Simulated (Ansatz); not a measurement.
**Question.** Name a neutral molecule of C, O, Sn and H with HOMO energy (ωB97M-V/def2-TZVPP) between -7.95 and -7.65 eV and LUMO energy (B3LYP/def2-TZVPP) between -1.80 and -1.50 eV (Ansatz, PBE0-D4/def2-TZVP geometry).

**Answer.** `CC1=CC(C)=[O+][Sn-]([CH3])[O]1` (-7.89 eV, -1.74 eV). Other molecules can fit too; these were computed, each in one conformer that needn't be the lowest.

B3LYP here is the variant with VWN-RPA as its local correlation; programs differ in this.
